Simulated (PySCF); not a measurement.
## Correlation energy of Fe⁺ (iron, charge +1)

[Ar] 3d6 4s1, high-spin 6D determinant. All numbers are calculated (PySCF 2.14, the non-relativistic Hamiltonian (point nucleus), in def2-TZVPPD (6s6p4d2f1g, 67 functions)). Frozen: [Ar]; 7 electrons correlated.

```csv
level,correlation energy (mhartree)
CCSD,-144.08
(T),-2.85
CCSD(T),-146.93
```

Diagnostics: T1 = 0.0096, D1 = 0.0227, largest double amplitude 0.024.

Cost of the coupled-cluster step: of the order of 5 core-seconds, for 7 correlated electrons.

Iterations:

```
CC2 = 0
CCSD nocc = (np.int64(6), np.int64(1)), nmo = (58, 58)
frozen orbitals [[0, 1, 2, 3, 4, 5, 6, 7, 8], [0, 1, 2, 3, 4, 5, 6, 7, 8]]
max_cycle = 100
direct = 0
conv_tol = 1e-08
conv_tol_normt = 1e-06
diis_space = 8
diis_start_cycle = 0
Init t2, MP2 energy = -0.140275072211585
Init E_corr(UCCSD) = -0.140275072215259
cycle = 1  E_corr(UCCSD) = -0.142203680665682  dE = -0.00192860845  norm(t1,t2) = 0.0304081
cycle = 2  E_corr(UCCSD) = -0.143498596523905  dE = -0.00129491586  norm(t1,t2) = 0.0102277
cycle = 3  E_corr(UCCSD) = -0.143883922928799  dE = -0.000385326405  norm(t1,t2) = 0.00520442
cycle = 4  E_corr(UCCSD) = -0.144054305696818  dE = -0.000170382768  norm(t1,t2) = 0.00179106
cycle = 5  E_corr(UCCSD) = -0.144068264735452  dE = -1.39590386e-05  norm(t1,t2) = 0.000834197
cycle = 6  E_corr(UCCSD) = -0.144073369912652  dE = -5.1051772e-06  norm(t1,t2) = 0.000198692
cycle = 7  E_corr(UCCSD) = -0.144076282472147  dE = -2.9125595e-06  norm(t1,t2) = 7.54862e-05
cycle = 8  E_corr(UCCSD) = -0.144075452987149  dE = 8.29484998e-07  norm(t1,t2) = 2.07904e-05
cycle = 9  E_corr(UCCSD) = -0.144075285667196  dE = 1.67319953e-07  norm(t1,t2) = 5.1573e-06
cycle = 10  E_corr(UCCSD) = -0.14407530095692  dE = -1.5289724e-08  norm(t1,t2) = 1.7837e-06
cycle = 11  E_corr(UCCSD) = -0.144075318941813  dE = -1.79848928e-08  norm(t1,t2) = 7.528e-07
cycle = 12  E_corr(UCCSD) = -0.144075319512396  dE = -5.70583053e-10  norm(t1,t2) = 2.06907e-07
UCCSD converged
E(UCCSD) = -1262.339125834397  E_corr = -0.144075319512396
UCCSD(T) correction = -0.00285155693516981
```
